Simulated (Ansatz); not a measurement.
BiF3, charge -1, doublet, at a GFN2-xTB geometry (such geometries of metal compounds can be far from the true shape) (a state made from the parent by changing its charge; the spin is typed, not shown lowest) (core potentials on Bi) (a gas-phase anion, which may not be bound at this level); BLYP/def2-SVP run with Ansatz (an electronic-structure program).

The Ansatz input:
Ansatz 0.2 input:
```yaml
crystal:
  periodic: [false, false, false]
  atoms:
    - {symbol: Bi, position_ang: [-0.00000000, 0.00000000, -0.00000000]}
    - {symbol: F, position_ang: [-1.82625889, -1.38897808, -0.00746710]}
    - {symbol: F, position_ang: [-0.28966236, 2.27575214, 0.03981639]}
    - {symbol: F, position_ang: [2.11592124, -0.88677405, -0.03234929]}
basis:
  gaussian:
    orbitals: def2-SVP
hamiltonian:
  xc: blyp
total_charge: -1
magnetization: {spin_polarized: true, initial_magnetization: 1}
```

Problem. Write the output that Ansatz gives for this input, abridged.

Solution. 
```
Functional definition: BLYP
720 factors; their error is unknown
mean field evaluation 1: about -13984.4453 eV, gradient 1.5e1 eV
mean field evaluation 2: about -13971.9231 eV, gradient 5.8e1 eV
mean field evaluation 4: about -13985.6331 eV, gradient 5.0e-1 eV
mean field evaluation 8: about -13985.6336 eV, gradient 1.9e-2 eV
mean field evaluation 16: about -13985.5879 eV, gradient 4.6e-5 eV
mean field -13985.58785133 eV, -513.9608737643 hartree, gradient 4.5e-5 eV, S^2 0.750791; 0 other end points of the search recorded, 0 dependent functions left out
reference -13985.58810438 eV, -513.9608830637 hartree; 26, 25 occupied and 42, 43 virtual orbitals, 720 factors
Total energy: -13985.58810438 eV, -513.9608830637 hartree
```
